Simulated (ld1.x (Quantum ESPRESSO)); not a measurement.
# Transferability test, TM potential for magnesium (Mg)

ld1.x (Quantum ESPRESSO) 7.5 input, shortened:

```
&input
   title='Mg', zed=12., rel=1, dft='PBE', iswitch=3,
   config='[Ne] 3s1 3p1'
 /
 &inputp
   pseudotype=2, tm=.true., lloc=-1, rcloc=2.60,
   nlcc=.false.
 /
2
3S  1  0   1.00   0.00  2.25  2.25  0.0
3P  2  1   1.00   0.00  2.70  2.70  0.0
 &test
   configts(1)='3s1 3p1'
 /
```

Energies are relative to the spin-unpolarised reference configuration 3s1 3p1; without spin polarisation the order of configurations can differ from experiment.

```tsv
valence configuration	charge	ΔE all-electron (eV)	error AE − PS (meV)
3s1 3p0	+1	4.469	-5.5
3s1.5 3p0	+0.5	-0.347	+4.2
3s0 3p2	0	3.692	+27
```

Problem. What are ΔE and the potential's error for 3s2 3p0?

Solution. ΔE = -3.491 eV all-electron; the error (AE − PS) is +15 meV.

Problem. What are ΔE and the potential's error for 3s0 3p1?

Solution. ΔE = 8.837 eV all-electron; the error (AE − PS) is +59 meV.
